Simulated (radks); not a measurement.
Values are calculated unless marked as measured or tabulated.
Question: The mean radii <r> (bohr) of the occupied orbitals of an atom or ion are listed with their occupations. Level of theory: scalar-relativistic Kohn-Sham, LDA (Slater exchange, Perdew-Wang correlation), spin-unpolarised, spherical densities, finite nucleus; Fermi nuclear charge, rms radius of each element as measured or else 0.836 A^(1/3) + 0.57 fm (a radial shooting solver on a logarithmic mesh with Libxc functionals).

orbital  occ.      <r>
1s          2  0.03613
2s          2   0.1582
2p          6   0.1378
3s          2   0.4440
3p          6   0.4462
3d         10   0.4328
4s          2    1.135
4p          6    1.250
4d          1    1.605

Name the element and its charge.

Answer: Z = 41, niobium, charge +4: Nb4+ in [Kr] 4d1. The 1s radius gives Z: for a bare nucleus <r> = (2 gamma + 1)/(2Z) with gamma = sqrt(1 - (Z/c)^2), 0.03547 bohr for Z = 41, and screening makes it slightly larger (0.03613 here). The occupations add up to 37, and the charge is Z minus that.
